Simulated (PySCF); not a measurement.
## Radial density of Ru²⁺ (ruthenium, charge +2)

UHF, [Kr] 4d5 5s1, 5s spin antiparallel (an excited configuration). Calculation: PySCF 2.14, in aug-cc-pVTZ-DK (9s8p6d3f2g, 102 functions); scalar relativity by spin-free X2C-1e.

| r (bohr) | 4πr²ρ (e/bohr) | 4πr²(ρα − ρβ) |
| --- | --- | --- |
| 0.0281 | 54.60 | -0.0056 |
| 0.0473 | 47.27 | 0.0004 |
| 0.0796 | 63.22 | 0.0409 |
| 0.134 | 62.38 | 0.3729 |
| 0.225 | 45.54 | 0.8921 |
| 0.379 | 49.98 | 0.3063 |
| 0.637 | 15.17 | 0.6060 |
| 1.07 | 13.34 | 3.9178 |
| 1.80 | 3.889 | 1.9835 |
| 3.03 | 0.5930 | -0.2159 |
| 5.10 | 0.03837 | -0.0361 |
| 8.58 | 3.677e-05 | 0.0000 |

Densities and radii are taken from the X2C orbitals without a picture-change correction, which distorts them close to the nucleus.

With the s spin flipped the determinant is a mixture of two multiplicities, not a spectroscopic state.
